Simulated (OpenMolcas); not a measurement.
## V2+: ligand-field states by method

V2+ with its 6 nearest chloride ions at 2.645 Å, on the Na site of NaCl (a = 5.64056 Å, distance in the model lattice 2.820 Å). The rest of the host is ab initio model potentials to 7.6 Å, with orthogonalisation functions on the cations behind the ligands, and point charges beyond; the distance is set by hand and nothing relaxes, and no local charge compensation is placed. Ligand basis ANO-RCC-VDZP.
```
V     0.0000    0.0000    0.0000
Cl    2.6450    0.0000    0.0000
Cl    0.0000    2.6450    0.0000
Cl   -2.6450    0.0000    0.0000
Cl    0.0000   -2.6450    0.0000
Cl    0.0000    0.0000    2.6450
Cl    0.0000    0.0000   -2.6450
```

```
Program             : OpenMolcas
Basis               : ANO-RCC-VTZP [6s5p3d2f1g]
Scalar Hamiltonian  : DKH2, point nucleus
Active space        : 3 electrons in 5 orbitals (3d)
State averaging     : 2S+1 = 4 even, 10 roots; 2S+1 = 2 even, 40 roots
Spin-orbit coupling : RASSI with atomic mean-field integrals over the reference wave functions
```

I. CASSCF
II. SS-CASPT2, IPEA 0.25 Eh, imaginary shift 0.1 Eh (closed shells correlated: 3s 3p and the ligand valence shells)

Spin-free states (labels of O, the rotations of Oh) in cm-1, each column counted from its own energy of the first state listed:

| State | Degeneracy | I | II |
| --- | --- | --- | --- |
| 4A2 | 1 | 0 | 0 |
| 4T2 | 3 | 5741 | 6280 |
| 4T1 | 3 | 9902 | 10180 |
| 2E | 2 | 15973 | 11810 |
| 2T1 | 3 | 16708 | 12500 |
| 2A1 | 1 | 19617 | 15690 |
| 2T2 | 3 | 20410 | 15700 |
| 4T1 | 3 | 21288 | 18360 |
| 2T2 | 3 | 22584 | 18430 |
| 2T1 | 3 | 23150 | 19560 |
| 2E | 2 | 24855 | 20370 |
| 2T1 | 3 | 26905 | 22730 |
| 2T1 | 3 | 28819 | 27110 |
| 2T2 | 3 | 29750 | 27150 |
| 2E | 2 | 33718 | 32700 |
| 2A2 | 1 | 37628 | 30570 |
| 2T2 | 3 | 38219 | 31100 |
| 2T1 | 3 | 40487 | 34630 |
| 2E | 2 | 56756 | 46090 |
| 2T2 | 3 | 58648 | 49910 |

From I to II, I's first state of the same spin (4T2) moves from 5741 to 6280 cm-1, by about +540 cm-1.

From I to II, I's first state of another spin (2E) moves from 15973 to 11810 cm-1, by about -4200 cm-1.

I: A least-squares ligand-field fit to the states below 45000 cm-1, each weighted by its degeneracy and with a free common offset, gives 10Dq = 5936 cm-1, B = 902 cm-1 and C = 3425 cm-1 (C/B = 3.80), with an rms deviation of 104 cm-1. The same method and metal basis give the free ion B = 959 cm-1 (fit to its terms below 60000 cm-1, rms deviation 74 cm-1), so the nephelauxetic ratio is β = 902 / 959 = 0.94; it hangs on how both fits weigh the states, and computed free-ion B values tend to be too large, so β mixes covalency with correlation.

χT at 300 K: I 1.84, II 1.84 cm3 K/mol.

Roots that are degenerate in the reference are averaged as groups; the widest CASPT2 spread within a group is 500 cm-1 (the 3-fold group of multiplicity 4 near 6280 cm-1 above the lowest state of its run, II). Shifts and gaps below about the spread of the groups concerned are not significant. Over all roots computed the reference weight is 0.68 to 0.69 in II; a low but even weight reflects the number of correlated electrons. Ligand-to-metal charge-transfer states are missing. With no ligand orbital active B as a rule stays too high, so bands that hang on it stand too high and its fall with covalency is understated. Without dynamic correlation the repulsion within the d shell is too large (B by tens of per cent), so at a given field states of lower spin stand too high (holds for I). With metal d orbitals alone and no dynamic correlation the field as a rule comes out too small, by tens of per cent, by up to half for chloride and softer ligands (holds for I). These CASPT2 states fit no ligand-field parameters well, so their order and spin gaps are uncertain (holds for II). With one d shell and no ligand orbital active, 10Dq can be off by tens of per cent for divalent 3d ions, low with halides held by bare charges and at times high in hosts (holds for II). Free-ion shares, where given, are those of the reference states; single-state CASPT2 does not remix them (holds for II). No measured value stands beside these numbers; the geometry was set by hand and not optimised.
